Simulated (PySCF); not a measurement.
## Bonding in B(SMe)3

Species: B(SMe)3, C3H9BS3.
Z-matrix (Å and degrees, PBE0-D3(BJ)/def2-SVP geometry), rows numbered from 1:
```
B 
S   1  1.8027
C   2  1.8137  1  103.58
H   3  1.0989  2  110.92  1   -59.40
H   3  1.0976  2  106.85  1  -178.48
H   3  1.0987  2  110.89  1    62.41
S   1  1.8028  2  120.00  3     0.22
C   7  1.8134  1  103.55  2   179.85
H   8  1.0977  7  106.87  1  -179.71
H   8  1.0987  7  110.90  1    61.21
H   8  1.0986  7  110.89  1   -60.62
S   1  1.8033  2  119.97  3  -179.83
C  12  1.8130  1  103.51  2    -0.22
H  13  1.0988 12  110.91  1    60.67
H  13  1.0987 12  110.91  1   -61.11
H  13  1.0976 12  106.91  1   179.80
```

Bond orders from the PBE0/pcSseg-1 density (PySCF). One conformer (not necessarily the lowest) at the PBE0-D3(BJ)/def2-SVP geometry, without solvent, vibrations or thermal averaging.

Task: Give the Mayer order of every bond, beside its length.

Result: 
```
   bond  length (Å)  Mayer order
  B1–S2       1.803        1.120
  B1–S7       1.803        1.120
 B1–S12       1.803        1.120
  S2–C3       1.814        1.009
  C3–H4       1.099        0.943
  C3–H5       1.098        0.953
  C3–H6       1.099        0.944
  S7–C8       1.813        1.009
  C8–H9       1.098        0.953
 C8–H10       1.099        0.943
 C8–H11       1.099        0.943
S12–C13       1.813        1.009
C13–H14       1.099        0.943
C13–H15       1.099        0.943
C13–H16       1.098        0.953
```

Task: Sum the orders of all bonds at each heavy atom with more than one neighbour.

Result: B1 3.360, S2 2.129, C3 3.849, S7 2.129, C8 3.848, S12 2.129, C13 3.848. Orders between atoms that aren't bonded are not in these sums.

The Mayer order sums products of elements of PS (density times overlap matrix) between the two atoms' basis functions, so it depends on the basis set.
